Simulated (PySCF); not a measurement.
Compound: C2H2BF5Si.
Z-matrix (Å and degrees, PBE0-D3(BJ)/def2-SVP geometry), rows numbered from 1:
```
F 
B   1  1.3165
F   2  1.3177  1  116.90
Si  2  2.0326  1  122.31  3  -178.70
C   4  1.8837  2  107.72  1  -137.66
F   5  1.3421  4  118.59  2  -149.88
C   5  1.3369  4  123.84  2    30.96
F   7  1.3023  5  126.16  4  -179.74
F   7  1.3156  5  122.12  4     0.29
H   4  1.4931  2  110.25  1   106.16
H   4  1.4932  2  111.89  1   -15.37
```

All values: PBE0/pcSseg-1 and CAM-B3LYP/def2-SVPD (PySCF, non-relativistic), on one gas-phase PBE0-D3(BJ)/def2-SVP geometry that isn't relaxed in the solvent. The solvent is an IEF-PCM continuum (van der Waals radii × 1.2). Only the electrostatic response of the medium enters.

Gas phase at PBE0/pcSseg-1: HOMO -7.66 eV, LUMO -1.36 eV, dipole 1.00 D.

Question: What does the continuum do to the energy, the frontier levels and the dipole at PBE0/pcSseg-1 in acetone and dimethylsulfoxide?

Answer: 
```json
{"solvent": "acetone", "ε": "20.49", "E(solvent) − E(gas) (kcal/mol)": "-2.23", "polarisation term (kcal/mol)": "-2.41", "distortion of the solute (kcal/mol)": "0.18", "HOMO (eV)": "-7.49", "LUMO (eV)": "-1.10", "dipole (D)": "1.25"}
{"solvent": "dimethylsulfoxide", "ε": "46.83", "E(solvent) − E(gas) (kcal/mol)": "-2.33", "polarisation term (kcal/mol)": "-2.53", "distortion of the solute (kcal/mol)": "0.20", "HOMO (eV)": "-7.48", "LUMO (eV)": "-1.09", "dipole (D)": "1.26"}
```

The polarisation term is half the interaction of the solute with the surface charges that it induces; the rest is the cost of distorting the solute's density. The sum is the electrostatic part of solvation alone. From acetone to dimethylsulfoxide the lowering changes by a factor 1.05, Onsager's factor (ε − 1)/(2ε + 1) by 1.04 and ε itself by 2.3.

Question: Which radius a makes the point-dipole formula ΔE = −[(ε − 1)/(2ε + 1)]·μ²/a³ give the value in dimethylsulfoxide, with the gas-phase dipole?

Answer: μ = 0.395 au and |ΔE| = 0.00372 Eh give a = 1.44 Å; the farthest nucleus lies 3.08 Å from the centroid of the nuclei, so such a sphere wouldn't even hold the nuclei. The formula assumes a rigid point dipole at the centre of a sphere.

Question: Which IAO charges (PBE0/pcSseg-1) respond most in acetone (means over atoms taken as equivalent)?

Answer: 
```csv
atoms,environment,gas (e),solvent (e),change
F6,vinyl fluorine,-0.256,-0.265,-0.009
Si4,SiH2 silicon,+0.537,+0.545,+0.008
B2,three-coordinate boron,+0.505,+0.511,+0.006
F1/F3,boron-bound fluorine,-0.297,-0.303,-0.006
F8,vinyl fluorine,-0.217,-0.222,-0.005
C7,=CF2 carbon,+0.526,+0.531,+0.005
H10/H11,Si–H hydrogen,-0.088,-0.084,+0.004
F9,vinyl fluorine,-0.235,-0.234,+0.001
C5,vinylic C–F carbon,-0.091,-0.091,0.000
```

Question: How do the nuclear quadrupole coupling constants eQVzz/h respond in acetone?

Answer: 
| nucleus | Q (barn) | gas (MHz) | solvent (MHz) | η gas | η solvent |
| --- | --- | --- | --- | --- | --- |
| 11B at B2 | 0.04059 | 3.50 | 3.53 | 0.47 | 0.49 |

Gas phase at CAM-B3LYP/def2-SVPD: HOMO -9.19 eV, LUMO -0.33 eV, dipole 1.15 D.

Question: What does the continuum do to the energy, the frontier levels and the dipole at CAM-B3LYP/def2-SVPD in acetone?

Answer: 
```json
{"solvent": "acetone", "ε": "20.49", "E(solvent) − E(gas) (kcal/mol)": "-2.43", "polarisation term (kcal/mol)": "-2.67", "distortion of the solute (kcal/mol)": "0.24", "HOMO (eV)": "-9.00", "LUMO (eV)": "-0.05", "dipole (D)": "1.46"}
```

Question: How does the static polarisability (CAM-B3LYP/def2-SVPD, frozen core, with the continuum's full static response) change?

Answer: 
```
 medium  isotropic (au)  principal values (au)  ⟨r²⟩ of the electrons (bohr²)
    gas            66.7       54.6, 68.1, 77.4                         1509.9
acetone            84.2       70.7, 83.6, 98.2                         1510.6
```

The isotropic value in acetone is 1.26 times the gas-phase one; no cavity-field correction is applied. ⟨r²⟩ is taken about the centre of nuclear charge.
